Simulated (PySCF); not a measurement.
**UHF on Cd³¹⁺ (cadmium, charge +31)**

Configuration: [Ne] 3s2 3p5, 2P determinant. All numbers are calculated (PySCF 2.14, the spin-free X2C one-electron Hamiltonian (Gaussian nucleus), in an uncontracted even-tempered set (18 s from 4.4 bohr⁻², ratio 2.5; 12 p from 5.7 bohr⁻², ratio 2.5; 5 d from 27 bohr⁻², ratio 2.7; 4 f from 41 bohr⁻², ratio 2.7)).

- Total energy: -4882.290425 hartree
- One-electron energy: -5601.1908 hartree
- Hartree (Coulomb) energy: 820.9621 hartree
- Exchange energy: -102.0618 hartree
- ⟨S²⟩: 0.7508
- ⟨L²⟩: 2.003
- Sum of ⟨r⟩: 3.219 bohr
- Sum of ⟨r²⟩: 0.9471 bohr²
- Traceless quadrupole moment −½Σ⟨3z² − r²⟩ along its main axis: 0.0460 e·bohr²

| shell | electrons | mean orbital energy (eV) | spread (eV) | rms radius, mean of both spins (bohr) |
| --- | --- | --- | --- | --- |
| 1s α | 1 | -28450.4 | 0 | 0.0348 |
| 1s β | 1 | -28446.3 | 0 | 0.0348 |
| 2s α | 1 | -5628.1 | 0 | 0.141 |
| 2s β | 1 | -5625.4 | 0 | 0.141 |
| 2p α | 3 | -5214.7 | 6.097 | 0.125 |
| 2p β | 3 | -5209.6 | 4.799 | 0.125 |
| 3s α | 1 | -2087.8 | 0 | 0.345 |
| 3s β | 1 | -2071.3 | 0 | 0.345 |
| 3p α | 3 | -1944.9 | 9.912 | 0.339 |
| 3p β | 2 | -1937.3 | 0 | 0.339 |

Spin-orbit coupling, absent here, splits the open shell strongly.

Densities and radii are taken from the X2C orbitals without a picture-change correction, which distorts them close to the nucleus.

Spin-orbit constants ζ (cm⁻¹) from the X2C one-electron operator on these orbitals: bare nucleus, nucleus screened by l(l+1)(2l+1)/3 electrons, and screened by the Breit-Pauli mean field of the electrons.

| shell | bare | screened nucleus | mean field |
| --- | --- | --- | --- |
| 2p | 1057000 | 1013000 | 994300 |
| 3p | 242800 | 232700 | 228600 |

To first order the Landé constant is A = -228600 cm⁻¹, so the lowest level has J = 3/2 and lies 14.2 eV below the centre of the term.
